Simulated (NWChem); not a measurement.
System: CH$_{4}$O$_{2}$Si; SMILES [SiH2](O)C=O

The following NWChem deck was run.

```
start job
memory heap 200 mb stack 900 mb global 1100 mb
geometry units angstroms noautosym nocenter noautoz
  O     -0.656557     1.654419     0.000000
  C      0.461226     1.158617     0.000000
  Si     0.544337    -0.772818     0.000000
  O     -1.060873    -1.181134     0.000000
  H      1.352188     1.828381     0.000000
  H      1.266055    -1.245634    -1.210649
  H      1.266055    -1.245634     1.210649
  H     -1.597533    -0.365773     0.000000
end
basis spherical
  * library def2-svp
end
dft
  xc pbe0
  iterations 150
end
cosmo
  do_cosmo_smd true
  solvent dmf
end
task dft energy
```

The geometry was optimised at B3LYP/6-31G* (spherical d). Solvent: N,N-dimethylformamide.

Level: PBE0/def2-SVP with SMD (1 M gas to 1 M solution), gas-phase geometry. Reactions with the solvent are ignored.

Problem. What results follow from this input? (PBE0/def2-SVP, SMD on the gas-phase geometry.) Quantities: solvation free energy (kcal/mol); cavity-dispersion-structure term (kcal/mol); dipole in solution (D).

Solution. 
| Quantity | Value |
|---|---|
| solvation free energy (kcal/mol) | -3.9 |
| cavity-dispersion-structure term (kcal/mol) | -0.6 |
| dipole in solution (D) | 2.43 |
